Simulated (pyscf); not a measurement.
**H₃Si–Se• (SMILES [SiH3][Se]), doublet**

Gas-phase minimum from PySCF at ωB97X-D3(BJ)/def2-SVP, one conformer. Other isomers of H₃Si–Se• were not searched in full and may lie lower. 

```xyz
5

Si     0.1718     0.2211    -0.3261
Se     1.6997     1.4619    -1.4484
H      0.3420     0.3475     1.1481
H     -1.1478     0.7859    -0.7323
H      0.2422    -1.2171    -0.7065
```
Charge 0, spin multiplicity 2.

Bond lengths (Å): Si1–Se2 2.266, Si1–H3 1.489, Si1–H4 1.492, Si1–H5 1.489. Bond angles (°): Se2–Si1–H3 111.5, Se2–Si1–H4 104.7, Se2–Si1–H5 111.7, H3–Si1–H4 109.8, H3–Si1–H5 109.2, H4–Si1–H5 109.7.

Properties at ωB97X-D3(BJ)/def2-SVP:

```yaml
harmonic_wavenumbers_unscaled: 414, 418, 542, 922, 926, 975, 2250, 2264, 2264 cm⁻¹
zero_point_energy: 15.7 kcal/mol
rotational_symmetry_number: 1
Entropy of this conformer at 298 K and 1 atm, rigid rotor and harmonic oscillator, modes under 100 cm⁻¹ raised to 100: 280.5 J/(mol K)
dipole_moment: 0.96 D
Spin expectation value S2: 0.752
```

Single-point totals, which compare only within one level (frozen core for MP2 and CC):

```csv
level,total energy (hartree)
ωB97X-D3(BJ)/def2-TZVP,-2692.80026
PBE/def2-TZVP,-2692.32317
r²SCAN/def2-TZVP,-2692.80227
B3LYP-D3(BJ)/def2-TZVP,-2692.91049
PBE0-D3(BJ)/def2-TZVP,-2692.43647
M06-2X/def2-TZVP,-2692.84194
ωB97M-D3(BJ)/def2-TZVP,-2692.89315
UHF/def2-TZVPP,-2690.54356
MP2/def2-TZVPP,-2690.91253
CCSD/def2-TZVPP,-2690.94413
CCSD(T)/def2-TZVPP,-2690.95734
```

The CCSD(T) − MP2 part came from Ansatz, without density fitting, on the same reference. The frozen core leaves the outer d or s,p core shells of the metals and heavy elements correlated in the MP2 and CC values, and def2-TZVPP describes them poorly, so these totals are far from the basis limit. Elements up to Kr have no core potential and no relativistic terms here.
